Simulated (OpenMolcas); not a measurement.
# 3d³ along the 21-electron sequence

```yaml
Program: OpenMolcas
Method: MS-RASPT2, IPEA 0.25 Eh, imaginary shift 0.1 Eh
Basis: ANO-RCC-VTZP
Scalar_Hamiltonian: DKH2, point nucleus
Spin-orbit_coupling: RASSI with atomic mean-field integrals over the reference wave functions, term energies averaged over their components
```

Active space for each ion: 9 electrons in 8 orbitals (RAS1 3p, at most 2 holes; RAS2 3d); closed shells correlated by CASPT2: 3s.

Computed levels in cm-1 above ⁴F_3/2:

```json
{"Level": "⁴F_5/2", "Mn4+": "387", "Fe5+": "558", "Co6+": "751", "Ni7+": "1007"}
{"Level": "⁴F_7/2", "Mn4+": "910", "Fe5+": "1307", "Co6+": "1752", "Ni7+": "2330"}
{"Level": "⁴F_9/2", "Mn4+": "1555", "Fe5+": "2220", "Co6+": "2960", "Ni7+": "3910"}
{"Level": "⁴P_1/2", "Mn4+": "17080", "Fe5+": "19620", "Co6+": "22170", "Ni7+": "24180"}
{"Level": "⁴P_3/2", "Mn4+": "17230", "Fe5+": "19810", "Co6+": "22390", "Ni7+": "24420"}
{"Level": "⁴P_5/2", "Mn4+": "17700", "Fe5+": "20510", "Co6+": "23360", "Ni7+": "25780"}
{"Level": "²G_7/2", "Mn4+": "18270", "Fe5+": "21350", "Co6+": "24460", "Ni7+": "26680"}
{"Level": "²G_9/2", "Mn4+": "18810", "Fe5+": "22100", "Co6+": "25440", "Ni7+": "27920"}
{"Level": "²P_3/2", "Mn4+": "23460", "Fe5+": "27290", "Co6+": "30990", "Ni7+": "33560"}
{"Level": "weight of ⁴F in the lowest level (%)", "Mn4+": "100", "Fe5+": "100", "Co6+": "100", "Ni7+": "100"}
```

Mixed levels, with the weight of the term that names them: Mn4+ ²P_3/2 (72 %), Fe5+ ²P_3/2 (66 %), Co6+ ²P_3/2 (60 %), Ni7+ ²P_3/2 (54 %).

Measured, with the error of the calculation in %. Measured levels: Mn4+ from Corliss and Sugar, J. Phys. Chem. Ref. Data 6, 1253 (1977); Fe5+ from Corliss and Sugar, J. Phys. Chem. Ref. Data 11, 135 (1982); Co6+ from Sugar and Corliss, J. Phys. Chem. Ref. Data 10, 1097 (1981); Ni7+ from Corliss and Sugar, J. Phys. Chem. Ref. Data 10, 197 (1981).

```tsv
Level	Mn4+	Fe5+	Co6+	Ni7+
⁴F_5/2	359 (+7.7)	511 (+9.1)	698 (+7.6)	1012 (-0.5)
⁴F_7/2	835 (+9.0)	1188 (+10.0)	1610 (+8.8)	2184 (+6.8)
⁴F_9/2	1412 (+10.1)	2001 (+11.0)	2723 (+8.7)	3721 (+5.2)
⁴P_1/2	16434 (+3.9)	18738 (+4.7)	21096 (+5.1)	23261 (+3.9)
⁴P_3/2	16595 (+3.8)	18942 (+4.6)	21304 (+5.1)	23710 (+3.0)
⁴P_5/2	17049 (+3.8)	19611 (+4.6)	22187 (+5.3)	24669 (+4.5)
²G_7/2	17892 (+2.1)	20616 (+3.6)		
²G_9/2	18399 (+2.2)	21315 (+3.7)		
²P_3/2	22919 (+2.4)	26215 (+4.1)
```

The fine-structure level ⁴F_9/2 changes by a factor of 2.51 from Mn4+ to Ni7+. Its fourth root runs 6.28, 6.86, 7.38, 7.91, with steps per unit of Z of 0.58, 0.51, 0.53; equal steps would mean a (Z - σ)^4 law with constant σ.

⁴P_1/2 changes by a factor of 1.42 over the same range, with steps per unit of Z of +2540, +2550, +2010 cm-1.

Term energies are means over components that CASPT2 splits; among the terms shown or strongly mixed into the levels shown the widest spread is 1200 cm-1 (3d³ ⁴F, Mn4+). Active for correlation alone: 3p; no level in the range computed is led by a configuration that opens it, so any true level of that kind is missing. Measured partners are found by configuration, term and J. A level has none where our copy of the source lacks it or the pairing is in doubt (some pairs that miss far off the trend of their configuration count as doubtful), and it then counts in no deviation. Levels of configurations outside the active space are missing.
